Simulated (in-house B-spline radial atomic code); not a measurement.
**The technetium ion Tc²⁺: [Kr] 4d5**

Level of theory: Dirac-Kohn-Sham relativistic LDA, spherical fractional occupations, Fermi nucleus of rms radius 4.41117 fm; calculated with an all-electron radial atomic-structure program (B-spline basis).

Screening seen three ways: the hydrogenic charge with the same mean radius, Z_r = [3n² - l(l+1)]/(2<r>), the one with the same energy, Z_e = n√(-2ε), and Slater's rules. Values are occupation-weighted means over j. An effective charge above Z reflects the relativistic contraction of the inner shells.

```json
{"shell": "1s", "electrons": "2", "ε (eV)": "-20761", "<r> (bohr)": "0.0344", "Z_r": "43.60", "Z_e": "39.06", "Slater": "42.70"}
{"shell": "2s", "electrons": "2", "ε (eV)": "-2979.2", "<r> (bohr)": "0.1497", "Z_r": "40.08", "Z_e": "29.60", "Slater": "38.85"}
{"shell": "2p", "electrons": "6", "ε (eV)": "-2674.7", "<r> (bohr)": "0.1305", "Z_r": "38.33", "Z_e": "28.04", "Slater": "38.85"}
{"shell": "3s", "electrons": "2", "ε (eV)": "-532.04", "<r> (bohr)": "0.4166", "Z_r": "32.40", "Z_e": "18.76", "Slater": "31.75"}
{"shell": "3p", "electrons": "6", "ε (eV)": "-431.35", "<r> (bohr)": "0.4171", "Z_r": "29.97", "Z_e": "16.89", "Slater": "31.75"}
{"shell": "3d", "electrons": "10", "ε (eV)": "-266.27", "<r> (bohr)": "0.3995", "Z_r": "26.28", "Z_e": "13.27", "Slater": "21.85"}
{"shell": "4s", "electrons": "2", "ε (eV)": "-89.477", "<r> (bohr)": "1.058", "Z_r": "22.68", "Z_e": "10.26", "Slater": "15.25"}
{"shell": "4p", "electrons": "6", "ε (eV)": "-61.707", "<r> (bohr)": "1.171", "Z_r": "19.65", "Z_e": "8.52", "Slater": "15.25"}
{"shell": "4d", "electrons": "5", "ε (eV)": "-22.751", "<r> (bohr)": "1.62", "Z_r": "12.96", "Z_e": "5.17", "Slater": "5.60"}
```

The least bound orbital is 4d5/2 at -22.63 eV, and it is also the most diffuse (<r> = 1.627 bohr).

Spin-orbit splittings of the orbital energies (j = l + 1/2 above j = l - 1/2 when positive): 2p 117.3 eV, 3p 19.64 eV, 3d 3.793 eV, 4p 2.981 eV, 4d 0.3105 eV.

For the 1s electron the small component carries 2.45 % of the norm, the zero-frequency Breit interaction raises the level by 41.38 eV, self-energy by 22.73 eV, and vacuum polarisation lowers it by 2.67 eV.
